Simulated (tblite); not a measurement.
A geometry optimisation, step by step.

Species: C6H11P.
Numbering: `[CH3:1][C:2]([CH3:3])([CH3:4])[P:5]1[CH:6]=[CH:7]1` (hydrogens: H8, H9, H10 on C1; H11, H12, H13 on C3; H14, H15, H16 on C4; H17 on C6; H18 on C7)

Computed with GFN2-xTB (tblite), gas phase: L-BFGS steps from a force-field or distance-geometry start until the largest atomic force falls under 0.01 eV/Å. 6 of its 43 geometries are shown.

Step 0: E = -568.1255 eV, largest atomic force 1.270 eV/Å
```
atom  x, y, z in Å  |  force x, y, z in eV/Å
C1     -1.573   -0.922    0.785   -0.387   0.134   0.179
C2     -0.392   -0.180    0.123   -0.571  -0.275  -0.088
C3     -0.738    1.303    0.029   -0.693   0.310  -0.123
C4     -0.176   -0.766   -1.280    0.182  -0.128   0.130
P5      1.099   -0.480    1.267   -0.684  -0.638   0.549
C6      2.186    0.880    0.830    0.624   1.083  -0.225
C7      2.489   -0.199    0.154    0.587   0.018  -0.608
H8     -1.790   -0.529    1.794    0.232  -0.105  -0.424
H9     -2.487   -0.800    0.189    0.231   0.027   0.091
H10    -1.398   -1.998    0.881    0.193   0.196  -0.048
H11    -1.687    1.441   -0.530    0.444  -0.148   0.255
H12    -0.884    1.762    1.014    0.098  -0.237  -0.129
H13     0.015    1.880   -0.498    0.228  -0.074  -0.030
H14     0.607   -0.240   -1.831   -0.061   0.032   0.149
H15     0.105   -1.823   -1.228   -0.027   0.167   0.096
H16    -1.097   -0.702   -1.854   -0.060   0.073  -0.043
H17     2.527    1.897    0.913   -0.257  -0.169   0.225
H18     3.186   -0.518   -0.591   -0.079  -0.267   0.045
```

Step 8: E = -568.2238 eV, largest atomic force 0.092 eV/Å
```
atom  x, y, z in Å  |  force x, y, z in eV/Å
C1     -1.592   -0.918    0.780    0.038  -0.026   0.016
C2     -0.424   -0.185    0.118   -0.056   0.019  -0.006
C3     -0.754    1.302    0.022    0.061  -0.003   0.010
C4     -0.184   -0.768   -1.270    0.000   0.017  -0.021
P5      1.098   -0.474    1.254   -0.013  -0.016   0.019
C6      2.213    0.909    0.795   -0.050   0.019  -0.012
C7      2.509   -0.172    0.121   -0.011  -0.026  -0.052
H8     -1.770   -0.522    1.778   -0.029  -0.005   0.012
H9     -2.502   -0.800    0.189    0.061  -0.029   0.063
H10    -1.367   -1.980    0.871   -0.039   0.003  -0.002
H11    -1.682    1.440   -0.530    0.007   0.042  -0.020
H12    -0.876    1.730    1.016   -0.013   0.010   0.004
H13     0.039    1.843   -0.492   -0.002   0.003   0.002
H14     0.604   -0.225   -1.788    0.048   0.014  -0.011
H15     0.103   -1.815   -1.202   -0.012  -0.019  -0.005
H16    -1.095   -0.695   -1.865    0.032  -0.014  -0.014
H17     2.490    1.925    0.970   -0.009   0.026   0.017
H18     3.180   -0.589   -0.597   -0.013  -0.017   0.001
```

Step 17: E = -568.2274 eV, largest atomic force 0.039 eV/Å
```
atom  x, y, z in Å  |  force x, y, z in eV/Å
C1     -1.591   -0.924    0.788    0.014   0.006  -0.009
C2     -0.429   -0.185    0.118   -0.020   0.003  -0.011
C3     -0.749    1.305    0.022    0.015  -0.010   0.005
C4     -0.179   -0.766   -1.271   -0.002   0.001  -0.009
P5      1.093   -0.474    1.251   -0.009  -0.005   0.012
C6      2.197    0.913    0.782   -0.014  -0.002   0.028
C7      2.494   -0.168    0.108   -0.002  -0.031   0.004
H8     -1.768   -0.529    1.788   -0.002   0.009  -0.016
H9     -2.503   -0.810    0.203    0.011  -0.014   0.026
H10    -1.367   -1.986    0.880    0.000   0.027  -0.021
H11    -1.669    1.462   -0.539    0.000  -0.009  -0.010
H12    -0.877    1.734    1.016   -0.008  -0.006   0.006
H13     0.053    1.843   -0.484    0.008  -0.018   0.011
H14     0.620   -0.228   -1.779    0.022   0.012   0.017
H15     0.103   -1.816   -1.203   -0.009  -0.014   0.012
H16    -1.077   -0.691   -1.882   -0.006   0.010   0.007
H17     2.473    1.925    0.972   -0.001   0.034  -0.019
H18     3.166   -0.597   -0.601    0.003   0.007  -0.034
```

Step 25: E = -568.2287 eV, largest atomic force 0.016 eV/Å
```
atom  x, y, z in Å  |  force x, y, z in eV/Å
C1     -1.591   -0.924    0.790    0.003   0.002  -0.004
C2     -0.432   -0.185    0.118    0.001  -0.004   0.002
C3     -0.745    1.305    0.023    0.004  -0.006   0.005
C4     -0.175   -0.765   -1.270   -0.001  -0.005  -0.001
P5      1.088   -0.477    1.254    0.008   0.002   0.009
C6      2.190    0.911    0.782   -0.007   0.005   0.001
C7      2.486   -0.170    0.108   -0.001  -0.001  -0.009
H8     -1.764   -0.527    1.789   -0.004  -0.012  -0.003
H9     -2.509   -0.817    0.212    0.012   0.008  -0.007
H10    -1.361   -1.986    0.878   -0.011   0.008   0.008
H11    -1.658    1.468   -0.549    0.006  -0.007  -0.008
H12    -0.882    1.731    1.016   -0.007   0.002   0.002
H13     0.067    1.837   -0.472   -0.005   0.002   0.008
H14     0.635   -0.231   -1.766    0.003  -0.004   0.001
H15     0.097   -1.817   -1.201   -0.004  -0.010   0.002
H16    -1.067   -0.681   -1.889   -0.003   0.015   0.003
H17     2.460    1.928    0.959    0.002   0.011   0.002
H18     3.152   -0.592   -0.613    0.006  -0.007  -0.010
```

Step 34: E = -568.2295 eV, largest atomic force 0.012 eV/Å
```
atom  x, y, z in Å  |  force x, y, z in eV/Å
C1     -1.591   -0.925    0.791   -0.003   0.000  -0.002
C2     -0.428   -0.189    0.124   -0.004  -0.001   0.001
C3     -0.741    1.301    0.027   -0.001  -0.001   0.002
C4     -0.172   -0.766   -1.265   -0.003   0.000   0.000
P5      1.094   -0.477    1.257    0.007   0.004   0.008
C6      2.187    0.915    0.775   -0.006   0.000   0.003
C7      2.483   -0.167    0.101    0.005   0.004  -0.006
H8     -1.769   -0.531    1.790    0.000   0.002  -0.004
H9     -2.502   -0.811    0.206   -0.006  -0.003   0.004
H10    -1.368   -1.988    0.880    0.000   0.003  -0.003
H11    -1.644    1.460   -0.562   -0.001   0.006   0.000
H12    -0.897    1.726    1.017   -0.005   0.000   0.000
H13     0.077    1.836   -0.455   -0.002   0.000   0.006
H14     0.648   -0.242   -1.754    0.003  -0.006   0.001
H15     0.081   -1.823   -1.201   -0.004  -0.001   0.000
H16    -1.061   -0.661   -1.886    0.000  -0.003  -0.006
H17     2.451    1.935    0.948    0.008  -0.002  -0.001
H18     3.142   -0.588   -0.625    0.012  -0.001  -0.003
```

Step 42: E = -568.2296 eV, largest atomic force 0.009 eV/Å
```
atom  x, y, z in Å  |  force x, y, z in eV/Å
C1     -1.592   -0.925    0.790    0.001  -0.002   0.002
C2     -0.429   -0.189    0.125   -0.007   0.002  -0.003
C3     -0.742    1.301    0.029    0.001   0.000  -0.004
C4     -0.173   -0.767   -1.264   -0.003   0.002  -0.002
P5      1.097   -0.476    1.256   -0.001   0.007  -0.001
C6      2.188    0.917    0.772   -0.004  -0.003   0.007
C7      2.485   -0.165    0.098    0.006   0.003  -0.001
H8     -1.771   -0.531    1.789    0.002  -0.002   0.002
H9     -2.505   -0.811    0.206    0.007   0.002  -0.001
H10    -1.370   -1.988    0.879    0.001   0.000   0.003
H11    -1.641    1.462   -0.566   -0.001   0.000  -0.002
H12    -0.905    1.724    1.019    0.001  -0.008  -0.001
H13     0.079    1.837   -0.446    0.001   0.004   0.001
H14     0.653   -0.250   -1.750    0.001   0.000  -0.001
H15     0.073   -1.827   -1.200   -0.003   0.001   0.005
H16    -1.058   -0.657   -1.889   -0.001   0.001  -0.002
H17     2.455    1.936    0.946   -0.001  -0.006  -0.002
H18     3.147   -0.585   -0.627    0.000  -0.001   0.000
```

Q: Summarise the path.

A: The energy falls by 10.05 kJ/mol from step 0 to step 42; nine tenths of that is first reached at step 6. It falls at every step. The largest force goes from 1.270 to 0.009 eV/Å. Among the bonds P5–C6 changes most, from 1.794 to 1.834 Å; the atoms move by 0.057 Å rms after alignment.

Q: Follow the three bonds and two angles with the largest change from start to end.

A: 
```csv
step,E above end (kJ/mol),largest force (eV/Å),P5–C6 (Å),P5–C7 (Å),C3–H11 (Å),P5–C6–H17 (°),C7–C6–H17 (°)
0,10.05,1.270,1.794,1.803,1.110,152.8,138.2
2,4.65,0.447,1.836,1.834,1.083,150.8,140.1
4,2.14,0.264,1.837,1.838,1.094,149.2,141.7
5,1.36,0.276,1.837,1.836,1.094,148.1,142.8
7,0.66,0.111,1.835,1.834,1.090,146.7,144.2
9,0.49,0.068,1.834,1.835,1.089,146.4,144.4
11,0.40,0.042,1.834,1.835,1.090,146.2,144.6
13,0.34,0.060,1.835,1.834,1.090,146.1,144.7
15,0.27,0.047,1.835,1.834,1.090,146.0,144.8
16,0.24,0.037,1.835,1.834,1.090,145.9,144.9
18,0.19,0.050,1.833,1.834,1.089,145.9,144.8
20,0.15,0.037,1.833,1.834,1.090,146.1,144.7
22,0.12,0.033,1.834,1.834,1.090,146.2,144.7
24,0.10,0.020,1.834,1.834,1.090,146.2,144.7
26,0.09,0.029,1.833,1.834,1.090,146.2,144.6
27,0.08,0.044,1.833,1.834,1.089,146.2,144.6
29,0.05,0.040,1.833,1.834,1.090,146.2,144.6
31,0.03,0.024,1.834,1.834,1.090,146.2,144.7
33,0.02,0.016,1.835,1.833,1.090,146.1,144.8
35,0.02,0.016,1.834,1.834,1.090,146.1,144.8
37,0.01,0.015,1.833,1.834,1.090,146.1,144.7
38,0.01,0.013,1.833,1.834,1.090,146.1,144.7
40,0.00,0.015,1.834,1.834,1.090,146.2,144.7
42,0.00,0.009,1.834,1.834,1.089,146.2,144.7
```
